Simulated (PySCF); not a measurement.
C3H13ClGeSi2, SMILES [SiH2]([SiH2]Cl)[Ge]([CH3])([CH3])[CH3], GFN2-xTB optimised geometry.

```
20

Si     1.85     0.79     0.00
Cl     1.31     2.75     0.00
Si     0.85    -0.27     1.80
Ge    -1.52    -0.26     1.74
C     -2.33    -0.37     3.55
C     -2.21    -1.81     0.70
C     -2.23     1.38     0.87
H      1.44     0.28    -1.31
H      3.32     0.79     0.00
H      1.30     0.32     3.08
H      1.34    -1.65     1.85
H     -2.02    -1.27     4.07
H     -3.42    -0.37     3.49
H     -2.03     0.48     4.16
H     -1.86    -1.78    -0.33
H     -1.89    -2.75     1.13
H     -3.30    -1.81     0.68
H     -1.89     1.46    -0.16
H     -1.90     2.27     1.39
H     -3.32     1.38     0.86
```

Density from CAM-B3LYP/def2-SVP (PySCF) at that geometry.

Minimum of the electron density along straight lines between bonded atoms, close to the bond critical point (lines longer than 1.1 times the sum of covalent radii, or with two minima, are not listed):

```json
[
 {"bond": "Si1–Cl2", "length / Å": "2.030", "ρ at the minimum / e bohr⁻³": "0.095", "∇²ρ there / e bohr⁻⁵": "0.31", "position (fraction from the first atom)": "0.37"},
 {"bond": "Si3–Ge4", "length / Å": "2.375", "ρ at the minimum / e bohr⁻³": "0.092", "∇²ρ there / e bohr⁻⁵": "-0.13", "position (fraction from the first atom)": "0.49"},
 {"bond": "Ge4–C5", "length / Å": "1.993", "ρ at the minimum / e bohr⁻³": "0.121", "∇²ρ there / e bohr⁻⁵": "0.04", "position (fraction from the first atom)": "0.47"},
 {"bond": "Ge4–C6", "length / Å": "1.992", "ρ at the minimum / e bohr⁻³": "0.121", "∇²ρ there / e bohr⁻⁵": "0.04", "position (fraction from the first atom)": "0.47"},
 {"bond": "Ge4–C7", "length / Å": "1.989", "ρ at the minimum / e bohr⁻³": "0.122", "∇²ρ there / e bohr⁻⁵": "0.04", "position (fraction from the first atom)": "0.47"},
 {"bond": "Si1–H8", "length / Å": "1.467", "ρ at the minimum / e bohr⁻³": "0.118", "∇²ρ there / e bohr⁻⁵": "0.32", "position (fraction from the first atom)": "0.49"},
 {"bond": "Si1–H9", "length / Å": "1.464", "ρ at the minimum / e bohr⁻³": "0.119", "∇²ρ there / e bohr⁻⁵": "0.33", "position (fraction from the first atom)": "0.49"},
 {"bond": "Si3–H10", "length / Å": "1.471", "ρ at the minimum / e bohr⁻³": "0.114", "∇²ρ there / e bohr⁻⁵": "0.32", "position (fraction from the first atom)": "0.49"},
 {"bond": "Si3–H11", "length / Å": "1.471", "ρ at the minimum / e bohr⁻³": "0.114", "∇²ρ there / e bohr⁻⁵": "0.33", "position (fraction from the first atom)": "0.49"},
 {"bond": "C5–H12", "length / Å": "1.087", "ρ at the minimum / e bohr⁻³": "0.273", "∇²ρ there / e bohr⁻⁵": "-0.99", "position (fraction from the first atom)": "0.63"},
 {"bond": "C5–H13", "length / Å": "1.087", "ρ at the minimum / e bohr⁻³": "0.273", "∇²ρ there / e bohr⁻⁵": "-0.99", "position (fraction from the first atom)": "0.63"},
 {"bond": "C5–H14", "length / Å": "1.086", "ρ at the minimum / e bohr⁻³": "0.273", "∇²ρ there / e bohr⁻⁵": "-1.00", "position (fraction from the first atom)": "0.63"},
 {"bond": "C6–H15", "length / Å": "1.087", "ρ at the minimum / e bohr⁻³": "0.273", "∇²ρ there / e bohr⁻⁵": "-0.99", "position (fraction from the first atom)": "0.63"},
 {"bond": "C6–H16", "length / Å": "1.086", "ρ at the minimum / e bohr⁻³": "0.273", "∇²ρ there / e bohr⁻⁵": "-0.99", "position (fraction from the first atom)": "0.63"},
 {"bond": "C6–H17", "length / Å": "1.087", "ρ at the minimum / e bohr⁻³": "0.273", "∇²ρ there / e bohr⁻⁵": "-0.99", "position (fraction from the first atom)": "0.63"},
 {"bond": "C7–H18", "length / Å": "1.087", "ρ at the minimum / e bohr⁻³": "0.273", "∇²ρ there / e bohr⁻⁵": "-0.99", "position (fraction from the first atom)": "0.63"},
 {"bond": "C7–H19", "length / Å": "1.086", "ρ at the minimum / e bohr⁻³": "0.274", "∇²ρ there / e bohr⁻⁵": "-1.00", "position (fraction from the first atom)": "0.63"},
 {"bond": "C7–H20", "length / Å": "1.087", "ρ at the minimum / e bohr⁻³": "0.273", "∇²ρ there / e bohr⁻⁵": "-0.99", "position (fraction from the first atom)": "0.63"}
]
```
